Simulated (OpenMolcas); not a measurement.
Re6+ among 6 point charges of -1.5 e arranged as an octahedron (Oh).

```yaml
Program: OpenMolcas 26.06
Method: CASSCF
Basis: ANO-RCC-VDZP [7s6p4d2f1g]
Scalar_Hamiltonian: DKH2, point nucleus
Active_space: 1 electron in 5 orbitals (5d)
State_averaging: 2S+1 = 2 even, 5 roots
Spin-orbit_coupling: RASSI with atomic mean-field integrals over the reference wave functions
```

All point charges move together. At R = 1.83 Å |10Dq| is 11102 cm-1, and at R = 1.99 Å it is 7400 cm-1.

**Question.** A third run gives 5067 cm-1. What distance was it run at?

**Answer.** With a power law R^-n the two known points give n = -ln(7400 / 11102) / ln(1.99 / 1.83) = 4.84. Then R = 1.83 × (11102 / 5067)^(1/4.84) = 2.152 Å. The run was at 2.15 Å, so the estimate is off by +0.002 Å.

An orbital triplet at a regular site is open to Jahn-Teller coupling, which can distort the site and quench the lowest spin-orbit gaps and is left out. This field is weak: 10Dq is about 11102 cm-1, while octahedral complexes of 5d ions of charge 3 and more, computed by the same method with explicit ligands, had a median near 35000 cm-1. Ground spin and moment need not be those of a real site (figures for R = 1.83; the like holds for R = 1.99, R = 2.15). Point charges carry no covalency, so the field is a model and not that of real ligands. No measured value stands beside these numbers.
